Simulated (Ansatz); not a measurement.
Reactions of CH7BFNSi, SMILES `CNB(F)[SiH3]`.

Program: Ansatz. Geometries: PBE0-D4/def2-TZVP. ΔE: electronic, gas phase. CBS: MP2 limit from def2 TZ/QZ plus the TZ coupled-cluster correction, frozen cores. This one scheme is used for every species, atoms too. Functionals use def2-TZVPP. No spin–orbit coupling; open shells (•) take unrestricted orbitals. Spin–orbit coupling would lower the free atoms: a little for B, C, F, Si. Bonds to Zn are less sure, by a few kJ/mol each and by 10 to 20 or more in all where they break to atoms, as the def2 sets lack core-valence functions. Scalar relativity is left out up to krypton. Each species was taken in one conformer, which may not be the lowest.

```tsv
reaction	PBE-D4 (kcal/mol)	CCSD/CBS(def2) (kcal/mol)	CCSD(T)/CBS(def2) (kcal/mol)
`CNB(F)[SiH3]` → `C[SiH2]B(N)F`	-16.5	-17.4	-17.4
`CNB(F)[SiH3]` + `CC[SiH2]O` → `CC[SiH2]O[SiH3]` + `CNBF`	-24.8	-32.0	-30.9
`CNB(F)[SiH3]` → B• + C• + F• + 7 H• + N• + Si•	1069.3	1038.1	1051.1
`CNB(F)[SiH3]` + `CCSS` → `CCSSC` + `NB(F)[SiH3]`	-8.9	-8.5	-8.9
`CNB(F)[SiH3]` + H₂S → `CNB(F)S` + SiH₄	-16.8	-18.5	-18.4
`CNB(F)[SiH3]` + `O[CH2][ZnH]` → `[SiH3]O[CH2][ZnH]` + `CNBF`	-22.3	-29.4	-28.5
`CNB(F)[SiH3]` + `[NH2][AlH][NH2]` → `C[NH][AlH][NH2]` + `NB(F)[SiH3]`	2.2	2.4	2.5
`CNB(F)[SiH3]` → `CNBF` + `[SiH2]`	54.3	49.4	50.8
`CNB(F)[SiH3]` + `N#CO` → `N#CO[SiH3]` + `CNBF`	-21.5	-28.4	-27.4
`CNB(F)[SiH3]` + H–F → `FB(F)[SiH3]` + CH₃NH₂	-2.6	-3.9	-3.1
```

Largest T1 diagnostic: 0.014, for `O[CH2][ZnH]`.
